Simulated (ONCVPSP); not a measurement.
# H (Z = 1): one change to an ONCV potential, before and after

* Element: hydrogen
* Generator: ONCVPSP 4.0.1
* Type: optimised norm-conserving Vanderbilt (ONCV)
* Functional: PBE
* Relativity: scalar-relativistic
* Frozen core: none
* Valence charge: 1
* Reference configuration: 1s1
* Partial waves: 1s: rc 0.80 bohr, ncon 4, nbas 8, qcut 9.8 1/bohr, 2 projectors, debl 3.1 Ha; p scattering state at 0.09 Ha: rc 0.80 bohr, ncon 4, nbas 8, qcut 8.4 1/bohr, 3 projectors, debl 1.3 Ha
* Local potential: polynomial inside 0.60 bohr (lpopt 2, dvloc0 4 Ha)
* Core correction: none

Change: all radii scaled by about 0.80 (s 0.64, p 0.64 bohr); local potential polynomial inside 0.48 bohr (lpopt 2, dvloc0 4 Ha).

Cutoffs: the cutoffs (Ha) at which the residual kinetic energy of the hardest occupied pseudo-wave falls to 1 and 0.1 mHa per electron; they do not see the model core or the augmentation charge, which bear on the density cutoff. Errors are all-electron minus pseudo energies relative to the spin-unpolarised reference configuration.

Predict the effect on cutoff, ghosts and configuration errors.

The potential gets harder (25 Ha and 38 Ha → 29 Ha and 49 Ha); the lowest positive-energy flag moves from p at 78.1 eV to p at 9.1 eV; neither file shows a bound ghost. A smaller radius makes the pseudo-wave follow the all-electron one further in, where it bends more sharply, so more plane waves are needed.

```
                         quantity          base      changed
                    cutoff, loose         25 Ha        29 Ha
                    cutoff, tight         38 Ha        49 Ha
                     bound ghosts          none         none
      GHOST(+) flags under 300 eV  p at 78.1 eV  p at 9.1 eV
error for 1s0.5, meV [ΔE 4.76 eV]          +0.2          0.0
```
